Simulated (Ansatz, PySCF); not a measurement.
F₃S, SMILES F[S+](F)F, charge +1. Atoms are numbered in the order given.

```xyz
4

F      1.1567     0.6678    -0.2731
S      0.0000     0.0000     0.4393
F     -1.1567     0.6678    -0.2730
F      0.0000    -1.3356    -0.2730
```
Charge +1, spin multiplicity 1.

The structure is a stationary point at B3LYP-D3(BJ)/def2-TZVP. The isomer is the one that the SMILES or the coordinates give; other isomers of the formula were not compared.

Two levels are set side by side: PBE-D3(BJ)/def2-TZVP (Ansatz, a quantum-chemistry and plane-wave program) and B3LYP-D3(BJ)/def2-TZVP (Ansatz). Each level has its own optimised geometry; the coordinates shown are those of the second. Frequencies come from the Hessian of PySCF at each geometry. Differences are taken from unrounded values.

```
quantity                            B3LYP-D3(BJ)  PBE-D3(BJ)  PBE-D3(BJ) minus B3LYP-D3(BJ)
----------------------------------  ------------  ----------  -----------------------------
mean bond length (Å)                       1.514       1.532                          0.018
bond F1–S2 (Å)                             1.514       1.532                          0.018
bond S2–F3 (Å)                             1.514       1.532                          0.018
bond S2–F4 (Å)                             1.514       1.532                          0.018
highest harmonic wavenumber (cm⁻¹)           966         926                            -40
mean harmonic wavenumber (cm⁻¹)              695         662                            -34
zero-point energy (kcal/mol)                5.96        5.68                          -0.29
```

Exact exchange shortens and stiffens bonds; PBE has none. Differences between two approximate levels are no errors against the true value.
